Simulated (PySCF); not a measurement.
[Y(PH3)]3+ at several levels of theory

Computed with PySCF 2.14.0 (density fitting, no spin-orbit coupling) at the geometry relaxed with PBE0:

```xyz
5
[Y(PH3)]3+ (singlet)
Y     0.0000    0.0000   -0.6779
P     0.0000    0.0000    2.1775
H     1.3336    0.0000    2.6902
H    -0.6668    1.1549    2.6902
H    -0.6668   -1.1549    2.6902
```

```json
{"level": "PBE0", "basis": "Y def2-SVP with ECP28, P def2-SVP, H def2-SVP", "state": "singlet", "HOMO (eV)": "-24.54", "gap (eV)": "4.50", "charge on Y1 (e)": "2.25", "dipole about the centre of mass (D)": "1.01", "largest force component (eV/Å)": "0.02"}
{"level": "BLYP", "basis": "the same", "state": "singlet", "HOMO (eV)": "-23.39", "gap (eV)": "2.23", "charge on Y1 (e)": "2.18", "dipole about the centre of mass (D)": "0.43", "largest force component (eV/Å)": "0.25"}
{"level": "PBE0", "basis": "Y def2-TZVP with ECP28, P def2-TZVP, H def2-TZVP", "state": "singlet", "HOMO (eV)": "-24.47", "gap (eV)": "4.47", "charge on Y1 (e)": "2.22", "dipole about the centre of mass (D)": "0.81", "largest force component (eV/Å)": "0.27"}
```

Charges are Mulliken's, which hang on the basis. The relaxation used the grid (50, 194), these runs (75, 302) or, all-electron (x2c bases, spin-free X2C Hamiltonian), (99, 590).

Question: What does B3LYP with Y def2-SVP with ECP28, P def2-SVP, H def2-SVP give here?

Answer: state singlet, HOMO (eV) -24.34, gap (eV) 3.88, charge on Y1 (e) 2.22, dipole about the centre of mass (D) 0.90, largest force component (eV/Å) 0.16. Time: 1.4 s on 2 threads of Arm Neoverse V1 (shared host), from an already converged density.

In the first row's basis the gap widens with exact exchange: 2.2 eV for BLYP (none); 3.9 to 4.5 eV for B3LYP, PBE0 (a fixed share).
